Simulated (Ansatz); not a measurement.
`[OH][Mo]([F])(=[S])=[S]` + NH₃ → `[NH2][Mo]([F])(=[S])=[S]` + H₂O at 700 K and 1 bar (ligand exchange at a Mo–O bond).

Gas-phase electronic energies from Ansatz, PBE0-D4/def2-TZVP geometries. CBS: MP2 limit from def2 TZ/QZ plus the TZ coupled-cluster correction, frozen cores. This one scheme is used for every species. Elements past krypton have def2 core potentials. For Mo outer-core shells are correlated without core-valence functions, which leaves a few kJ/mol of doubt a bond. One conformer a species, not always the lowest.

```json
{"species": "`[OH][Mo]([F])(=[S])=[S]`", "CCSD(T)/CBS energy (Eh)": "-1039.41067", "H − E (kJ/mol)": "115.5", "S (J/(mol·K))": "442.5"}
{"species": "NH₃", "CCSD(T)/CBS energy (Eh)": "-56.50880", "H − E (kJ/mol)": "116.9", "S (J/(mol·K))": "226.5"}
{"species": "`[NH2][Mo]([F])(=[S])=[S]`", "CCSD(T)/CBS energy (Eh)": "-1019.53735", "H − E (kJ/mol)": "152.0", "S (J/(mol·K))": "452.9"}
{"species": "H₂O", "CCSD(T)/CBS energy (Eh)": "-76.37941", "H − E (kJ/mol)": "80.5", "S (J/(mol·K))": "218.4"}
```

H − E and S are ideal-gas, rigid-rotor, harmonic terms from PBE0-D4/def2-TZVP, for one conformer and one mirror image of each species. 1 Eh = 2625.50 kJ/mol, R = 8.31446 J/(mol·K).

**Question.** By hand: ΔE, ΔH, ΔS and ΔG.

**Answer.** ΔE = (-1019.53735) + (-76.37941) − (-1039.41067) − (-56.50880) = 0.00271 Eh = 7.1 kJ/mol. Δ(H − E) = 152.0 + 80.5 − 115.5 − 116.9 = 0.1, so ΔH = 7.2 kJ/mol. ΔS = 452.9 + 218.4 − 442.5 − 226.5 = 2.3 J/(mol·K). ΔG = 7.2 − 700 × (2.3)/1000 = 5.6 kJ/mol.

**Question.** By hand: the equilibrium constant, and the temperature at which ΔG would vanish if ΔH and ΔS stayed fixed.

**Answer.** log₁₀ K = −ΔG/(RT ln 10) = -0.4. ΔG = 0 at ΔH/ΔS = 3130 K, far beyond where these terms or the molecules hold.

The number of gas molecules stays the same, so ΔS is small and ΔH decides. The sign of ΔG lies within the doubt. A doubt of 5 kJ/mol in ΔE shifts log₁₀ K by 0.4 here. Other conformers and mirror images would add mixing entropy, several J/(mol·K) or more a flexible species. These are equilibria of isolated gas molecules and say nothing of rates. Largest T1 diagnostic: 0.025 (customary marks: 0.02 for closed shells, 0.045 for open ones).
